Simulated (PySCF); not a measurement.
ZrI4, SMILES [I][Zr]([I])([I])[I], multiplicity 1. Atoms are numbered in the order given.

```xyz
5

Zr     0.0000     0.0000     0.0000
I      1.5225     1.5225    -1.5225
I     -1.5225     1.5225     1.5225
I     -1.5225    -1.5225    -1.5225
I      1.5225    -1.5225     1.5225
```
Charge 0, spin multiplicity 1.

Geometry optimised at ωB97X-D3(BJ)/def2-SVP. The multiplicity is an assumed one; other spin states were not compared. The isomer is the one that the SMILES or the coordinates give; other isomers of the formula were not compared. The def2 effective core potentials stand for the cores of I, Zr; spin–orbit coupling is left out.

Method: PBE0/def2-TZVP in PySCF.

ESP charges are fitted to the potential on shells at 1.4 to 2.0 van der Waals radii. Atomic charges (e):

```csv
atom,Mulliken,Löwdin,ESP fit
Zr1,0.93,-1.14,0.00
I2,-0.23,0.29,0.00
I3,-0.23,0.29,0.00
I4,-0.23,0.29,0.00
I5,-0.23,0.29,0.00
```
